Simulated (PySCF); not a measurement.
## Dipole moment and polarisability of `CC[Si@@H](F)SC`

Compound: C3H9FSSi.
Geometry (GFN2-xTB, Å), atoms numbered from 1 in this order:
```xyz
15
C3H9FSSi angstrom
C     -2.6618    0.0960    0.3690
C     -1.3573    0.8854    0.3520
Si     0.1545   -0.2391    0.2647
F      0.1187   -1.0700   -1.1245
S      1.9394    0.9390    0.2441
C      3.1222   -0.3418   -0.2820
H     -2.7413   -0.5308   -0.5158
H     -2.7122   -0.5461    1.2450
H     -3.5163    0.7695    0.3897
H     -1.3588    1.5606   -0.5065
H     -1.3050    1.5157    1.2399
H      0.2438   -1.3005    1.2545
H      4.0839    0.1467   -0.3938
H      2.8033   -0.7619   -1.2297
H      3.1826   -1.1148    0.4772
```

Level: wB97X-D/def2-SVPD (PySCF), static field, nuclei fixed, core orbitals frozen in the response. The polarisability tensor in these axes (au):

```
x   103.73  -1.00  -3.95
y    -1.00  76.41   0.60
z    -3.95   0.60  68.79
```

Q: Give the principal values, the mean and the anisotropy Δα = √{½[(α1 − α2)² + (α2 − α3)² + (α1 − α3)²]}.

A: Principal values 68.32, 76.40 and 104.21 au; mean 82.97 au = 12.30 Å³ = 13.68 × 10⁻⁴⁰ C²·m²/J; Δα = 32.62 au (39 % of the mean).

Q: What is the dipole moment, and where does it point?

A: (-0.41, -0.22, 0.81) D, 0.94 D in size, pointing from the negative to the positive side. Measured along this direction, the outermost atoms are H13 and H14 at the negative end and H8 at the positive end.

Q: Give the principal axes and the span of the nuclei along them.

A: Largest value along (0.99, -0.04, -0.11), where the nuclei span 7.66 Å; middle along (0.04, 1.00, 0.06), 2.74 Å; least along (0.11, -0.06, 0.99), 2.39 Å. The response follows the extents in order.

Q: Estimate the molar refractivity from the static electronic polarisability.

A: Lorentz–Lorenz: R = (4π/3)N_A α = 2.5225 cm³/(mol·Å³) × 12.30 Å³ = 31.0 cm³/mol, in the limit of long wavelengths.

Q: Traceless (Buckingham) quadrupole moment about the centre of nuclear charge: eigenvalues?

A: -9.02, -2.24, 11.27 D·Å. The values depend on the origin, since the dipole doesn't vanish. The electronic extent ⟨r²⟩ about the same centre is 1146 bohr², a root-mean-square distance of 2.21 Å for the 66 electrons.

Q: Find the Langevin capture rate constant for O2+ (31.990 u) meeting this molecule (124.018 u), k = 2.342 × 10⁻⁹ cm³/s × √(α in Å³ / reduced mass in u).

A: The reduced mass is 25.43 u, so k = 1.63 × 10⁻⁹ cm³/s. The formula leaves out the permanent dipole, which adds to the capture rate.

Q: What would n − 1 = 2πNα be for an ideal gas of these molecules at 273.15 K and 1 atm, electronic part alone?

A: N = p/kT = 2.6868 × 10¹⁹ cm⁻³, so n − 1 = 2π × N × 12.30 × 10⁻²⁴ cm³ = 2076 × 10⁻⁶ at long wavelengths.

Geometry: GFN2-xTB, one conformer, isolated molecule.
